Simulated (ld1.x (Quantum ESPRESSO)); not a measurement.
**Debugging a pseudopotential input (Ta (Z = 73), ld1.x (Quantum ESPRESSO) 7.5)**

Command:

```bash
ld1.x < Ta.in > Ta.out
```

Input:

```
&input
   title='Ta', zed=73., rel=2, dft='GGA', iswitch=3,
   config='[Xe] 4f14 5d3 6s2 6p0', rel_dist='average',
   nld=5, rlderiv=3.20, eminld=-7.0, emaxld=5.0, deld=0.02
 /
 &inputp
   pseudotype=3, lpaw=.true., tm=.true., lloc=-2, rcloc=2.20,
   nlcc=.false.,
   which_augfun='BG', rmatch_augfun=1.40,
   file_pseudopw='Ta.UPF', file_wfcaegen='ae.wfc', file_wfcncgen='nc.wfc', file_beta='beta', file_chi='chi', file_wfcusgen='us.wfc'
 /
6
5S  1  0   2.00   0.00  1.65  1.90  0.0
6S  2  0   2.00   0.00  1.65  1.90  0.0
5P  2  1   6.00   0.00  1.70  2.35  0.0
6P  3  1   0.00   0.00  1.70  2.35  0.0
5D  3  2   3.00   0.00  2.60  2.95  0.0
5D  3  2   0.00   1.95  2.60  2.95  0.0
 &test
   configts(1)='5s2 5p6 5d3 6s2 6p0'
 /
```

Output:

```
Program LD1 v.7.5

 %%%%%%%%%%%%%%%%%%%%%%%%%%%%%%%%%%%%%%%%%%%%%%%%%%%%%%%%%%%%%%%%%%%%%%%%%%%%%%
     Error in routine set_dft_from_name (1):
     GGA: unrecognized dft
 %%%%%%%%%%%%%%%%%%%%%%%%%%%%%%%%%%%%%%%%%%%%%%%%%%%%%%%%%%%%%%%%%%%%%%%%%%%%%%

     stopping ...
```

Task: This input was made by a single change from one that runs to its end. What was changed?

Result: The change: functional typed as GGA. The program refuses the input: "set_dft_from_name: GGA: unrecognized dft".
